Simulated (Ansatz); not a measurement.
Start from `C=C=[Se]` and change one atom or group to get `FCC=C=[Se]`.

Ansatz, PBE0-D4/def2-TZVP geometries, multiplicity 1. Each molecule was computed in one conformer, which needn't be the lowest.

Scalar relativity is left out up to krypton.

```
                                                                                  property  `C=C=[Se]`
                                                         LUMO energy (PBE/def2-TZVPP) / eV       -3.22
                                                   HOMO–LUMO gap (ωB97M-V/def2-TZVPP) / eV        8.21
                                          size of the dipole moment (B3LYP/def2-TZVPP) / D        1.04
ideal-gas entropy at 298 K and 1 bar (rigid rotor, harmonic PBE0-D4/def2-TZVP) / J/(mol·K)         265
                                                       HOMO–LUMO gap (PBE/def2-TZVPP) / eV        2.20
                                        size of the dipole moment (ωB97M-V/def2-TZVPP) / D        1.15
```

Give the same properties after the change, and the shifts. (Best estimate.)

Computed: 
| property | `FCC=C=[Se]` | shift |
| --- | --- | --- |
| LUMO energy (PBE/def2-TZVPP) / eV | -3.29 | -0.07 |
| HOMO–LUMO gap (ωB97M-V/def2-TZVPP) / eV | 7.99 | -0.22 |
| size of the dipole moment (B3LYP/def2-TZVPP) / D | 2.33 | 1.29 |
| ideal-gas entropy at 298 K and 1 bar (rigid rotor, harmonic PBE0-D4/def2-TZVP) / J/(mol·K) | 332 | 67 |
| HOMO–LUMO gap (PBE/def2-TZVPP) / eV | 1.99 | -0.21 |
| size of the dipole moment (ωB97M-V/def2-TZVPP) / D | 2.39 | 1.24 |

With PBE0 the HOMO rises by 0.13 eV and the LUMO falls by 0.07 eV, so the gap narrows by about 0.20 eV. PBE moves the HOMO by 0.14 eV and ωB97M-V by 0.13 eV. The zero-point energy changes by 58.8 kJ/mol with +9 modes. Dipoles are sizes alone; their direction can turn.

B3LYP here is the variant with VWN-RPA as its local correlation; programs differ in this.

Spin–orbit coupling is left out; it splits and shifts lone-pair levels of the heavy atoms by tenths of an eV.
